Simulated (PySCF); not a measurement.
H2OSZn, SMILES [OH][Zn][SH].

Coordinates come from a PBE0-D3(BJ)/def2-TZVP optimisation. Other conformers were not sampled.

All values below come from TDA-M06-2X/def2-SVPD (PySCF).

Vertical excitations. The molecule is in vacuum.

```json
[
 {"state": "S1", "energy (eV)": "5.23", "λ (nm)": "237", "f": "0.046", "main pairs": "HOMO→LUMO 93 %"},
 {"state": "S2", "energy (eV)": "5.89", "λ (nm)": "210", "f": "0.001", "main pairs": "HOMO→LUMO+1 87 %"},
 {"state": "S3", "energy (eV)": "6.13", "λ (nm)": "202", "f": "0.030", "main pairs": "HOMO−2→LUMO 68 %, HOMO−1→LUMO 22 %"},
 {"state": "S4", "energy (eV)": "6.42", "λ (nm)": "193", "f": "0.006", "main pairs": "HOMO→LUMO+2 62 %, HOMO−1→LUMO 19 %, HOMO−2→LUMO 11 %"},
 {"state": "S5", "energy (eV)": "6.60", "λ (nm)": "188", "f": "0.012", "main pairs": "HOMO→LUMO+4 41 %, HOMO→LUMO+3 32 %, HOMO→LUMO+1 9 %"},
 {"state": "S6", "energy (eV)": "6.91", "λ (nm)": "179", "f": "0.162", "main pairs": "HOMO−1→LUMO 22 %, HOMO−3→LUMO 18 %, HOMO−1→LUMO+1 17 %, HOMO→LUMO+2 16 %"},
 {"state": "S7", "energy (eV)": "7.27", "λ (nm)": "171", "f": "0.019", "main pairs": "HOMO−1→LUMO+1 36 %, HOMO−2→LUMO+1 24 %, HOMO−3→LUMO 22 %"},
 {"state": "S8", "energy (eV)": "7.43", "λ (nm)": "167", "f": "0.035", "main pairs": "HOMO−2→LUMO+2 54 %, HOMO−1→LUMO+2 30 %"},
 {"state": "S9", "energy (eV)": "7.51", "λ (nm)": "165", "f": "0.169", "main pairs": "HOMO−1→LUMO+1 25 %, HOMO−3→LUMO 18 %, HOMO−1→LUMO 13 %, HOMO→LUMO+2 7 %"},
 {"state": "S10", "energy (eV)": "7.63", "λ (nm)": "162", "f": "0.055", "main pairs": "HOMO−1→LUMO+2 28 %, HOMO−2→LUMO+2 23 %, HOMO→LUMO+3 22 %, HOMO→LUMO+4 6 %"},
 {"state": "T1", "energy (eV)": "4.94", "λ (nm)": "251", "f": "0", "main pairs": "HOMO→LUMO 91 %"},
 {"state": "T2", "energy (eV)": "5.69", "λ (nm)": "218", "f": "0", "main pairs": "HOMO→LUMO+1 68 %, HOMO→LUMO+4 16 %"},
 {"state": "T3", "energy (eV)": "5.76", "λ (nm)": "215", "f": "0", "main pairs": "HOMO−2→LUMO 54 %, HOMO−1→LUMO 32 %"},
 {"state": "T4", "energy (eV)": "5.90", "λ (nm)": "210", "f": "0", "main pairs": "HOMO→LUMO+2 34 %, HOMO−1→LUMO 28 %, HOMO−2→LUMO 23 %"}
]
```
Triplets are in the Tamm–Dancoff approximation.
